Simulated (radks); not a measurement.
Values are calculated unless marked as measured or tabulated.
The nuclear charge of the manganese ion Mn2+ is varied continuously with 23 electrons held in [Ar] 3d5. Code: a radial shooting solver on a logarithmic mesh with Libxc functionals. Model: non-relativistic Kohn-Sham, PBE, spin-polarised, spherical densities, point nucleus; open shells are filled with parallel spins first. By the Hellmann-Feynman theorem dE/dZ = E(electron-nucleus)/Z, the electronic potential at the nucleus.

\begin{tabular}{lrrrrr}
Z & E (hartree) & E(electron-nucleus)/Z (hartree) & HOMO & e(HOMO) (eV) & <r> HOMO (bohr) \\ \hline
24 & -1043.96404 & -103.148 & 3d & -10.990 & 1.375 \\
24.5 & -1096.23661 & -105.940 & 3d & -17.914 & 1.232 \\
25 & -1149.90112 & -108.716 & 3d & -26.038 & 1.125 \\
25.5 & -1204.95135 & -111.483 & 3d & -35.242 & 1.041 \\
26 & -1261.38286 & -114.242 & 3d & -45.447 & 0.9731 \\
\end{tabular}

The central difference of E at Z = 25 is -108.715 hartree, to compare with the third column; the second derivative is -5.54 hartree.
